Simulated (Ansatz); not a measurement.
Consider the atomization: `FC(F)C(F)(C(F)F)C(F)F` → 4 C• + 7 F• + 3 H•.

Program: Ansatz. Geometries: PBE0-D4/def2-TZVP. ΔE: electronic, gas phase. CBS: MP2 limit from def2 TZ/QZ plus the TZ coupled-cluster correction, frozen cores. This one scheme is used for every species, atoms too. For atomizations the MP2-based limit and the directly extrapolated one differ by several kJ/mol either way, and by 10 to 25 for some Ge, Se and Sn compounds, so smaller differences from it don't rank the levels. Functionals use def2-TZVPP. Open shells (•) are unrestricted, without spin–orbit coupling. Spin–orbit coupling would lower the free atoms: a little for C, F. One conformer a species, not always the lowest.

```
         level  ΔE (kcal/mol)
        PBE-D4         1434.9
       BLYP-D4         1375.2
          BLYP         1357.8
MP2/def2-QZVPP         1412.7
```

Problem. What does CCSD(T)/CBS give? (Estimate.)

Solution. The calculation gave: +1368.4 kcal/mol. The listed levels differ from it by 66.5, 6.8, -10.6, 44.3 kcal/mol.

Largest T1 diagnostic among the species: 0.012.

In def2-TZVPP, CCSD(T) changes the Hartree–Fock value by +395.4 kcal/mol (the triples alone add +29.9 kcal/mol) and MP2 by +455.3 kcal/mol; breaking electron pairs costs correlation energy, which Hartree–Fock lacks. The D4 term adds +12.4 kcal/mol with B3LYP and +6.6 kcal/mol with PBE0; it sums over pairs of atoms, weighted by their polarisabilities, and B3LYP, whose exchange is more repulsive, gets the larger term. Leaving LDA and LC-ωPBE aside and taking each functional with its dispersion term where it has one, the values, not all of them listed here, spread over 146.0 kcal/mol, from BHLYP-D4 to PBE-D4. LDA lies +241.0 kcal/mol from PBE without D4, its usual overbinding.

B3LYP here is the variant with VWN-RPA as its local correlation; programs differ in this.
